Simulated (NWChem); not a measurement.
Species: C2H5O2 cation; SMILES COC=[OH+]

```xyz
9

C      0.5069    -1.4417    -0.0013
O     -0.6700    -0.5440    -0.0009
C     -0.5845     0.7180    -0.0003
O      0.4791     1.4338     0.0006
H      1.0792    -1.2728     0.9136
H      0.0760    -2.4399    -0.0068
H      1.0849    -1.2655    -0.9113
H     -1.5222     1.2718    -0.0005
H      1.3336     0.9515     0.0010
```
Atoms are numbered in this order, from 1.

Coordinates come from a B3LYP/6-31G* (spherical d) optimisation.

**Question.** Give the principal values of the shielding tensors (ppm) of C1, O2, C3, O4 from BHandHLYP/pcSseg-1, GIAO (NWChem), with their diamagnetic and paramagnetic parts as GIAO splits them.

**Answer.** 
```tsv
atom	σ11	σ22	σ33	isotropic	diamagnetic	paramagnetic
C1	80.2	94.6	182.5	119.1	249.2	-130.2
O2	-138.1	51.6	304.0	72.5	395.7	-323.1
C3	-77.7	-31.0	90.7	-6.0	251.4	-257.4
O4	-92.0	112.9	277.9	99.6	390.2	-290.5
```
